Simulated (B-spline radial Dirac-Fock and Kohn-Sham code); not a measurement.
**Hg: input and output of one calculation**

ΔSCF core binding energies without Breit or QED terms, calculated with a radial atomic solver. Keys: rel is the Hamiltonian (dirac, or spin-free x2c and nr, where L3 and M5 stand for the whole 2p and 3d shells), method is hf or an exchange,correlation pair (spin-unpolarised, also for the hole states), nuc the nuclear model, radius_factor scales its radius, rmax is the box in bohr, h the logarithmic mesh step, order the B-spline order, points the quadrature points per cell, c_factor scales the speed of light, and damp, ndamp, maxit and tol steer the iteration. The run stops when the commutator error falls below 10·tol·max(1, Z/10), or the numerical noise floor, and the energy has settled to about 1e-8 Ha; the virial ratio is −V/T.

Input (task.json):

```json
{"items": [{"Z": 80, "q": 0, "cfg": [[1, 0, 2], [2, 0, 2], [2, 1, 6], [3, 0, 2], [3, 1, 6], [3, 2, 10], [4, 0, 2], [4, 1, 6], [4, 2, 10], [4, 3, 14], [5, 0, 2], [5, 1, 6], [5, 2, 10], [6, 0, 2]], "A": 202, "rrms": 5.4648, "do": "settings", "holes": ["K", "L3", "M5"],
  "settings": [{"rel": "dirac", "method": "hf", "nuc": "fermi", "radius_factor": 1.0, "rmax": 45.0, "h": 0.5, "order": 9, "points": 10, "c_factor": 0.8, "maxit": 60, "damp": 0.5, "ndamp": 3, "tol": 1e-08}]}]}
```

Command: `python xray2_run.py task.json out`

Ground-state iterations:

```
iter   energy (Ha)        error
   1   -20613.40148451  6.64e+00
   2   -20582.69387273  1.03e+00
   3   -20617.21438393  4.99e-01
   4   -20619.23979761  1.55e-01
   5   -20619.40724960  8.50e-02
   6   -20619.45148106  2.56e-02
   7   -20619.45587352  4.30e-03
   8   -20619.45613991  1.19e-03
   9   -20619.45615765  2.50e-04
  10   -20619.45615872  4.93e-05
  11   -20619.45615874  2.43e-06
  12   -20619.45615874  5.88e-07
```

The ground state converged in 12 iterations, with total energy -20619.45616 Ha, virial ratio 1.76830 and highest orbital energy -11.06 eV. ΔSCF binding energies: K (1s) 89949.2 eV, L3 (2p3/2) 12345.0 eV, M5 (3d5/2) 2266.4 eV.
